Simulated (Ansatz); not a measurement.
AgPd₃, relaxed as a quartet with UKS PBE0-D4/def2-SVP in Ansatz, starting from the PBE0-D4/def2-SVP geometry of the neutral doublet. Force threshold 0.02 eV/Å.

In the def2 sets Ag, Pd take a core potential; there is no spin–orbit coupling. At PBE0-D4/def2-SVP a doublet of charge 0 lies 1.43 eV below the quartet, each at its own geometry. The structure comes from a short search, and lower isomers may exist.

Start:

```xyz
4

Pd    1.374   -0.550   -0.607
Pd   -0.884   -1.253    0.454
Pd    0.339    0.871    1.298
Ag   -0.828    0.932   -1.145
```

Problem. Estimate the energy that the relaxation releases and the steps that it takes.

Solution. 23.7 kJ/mol, in 10 steps; 78 s on 4 threads of Arm Neoverse V1 on a shared host. No frequencies were taken in this run, so the end may be a saddle point.

Problem. Does the start keep its bonding and symmetry?

Solution. Bonds lost: Pd1–Ag4 (atoms count from 1). Point group C3v at the start, Cs at the end, both within 0.05 Å.

Problem. Predict the relaxed structure.

Solution. 
```xyz
4

Pd    1.818   -1.051    0.009
Pd   -0.747   -1.168    0.018
Pd    0.483    0.967    0.867
Ag   -1.554    1.251   -0.895
```
Bond lengths (bridged metal pairs left out): 3 × Pd–Pd 2.57 to 2.61 Å; 2 × Ag–Pd 2.71 Å.
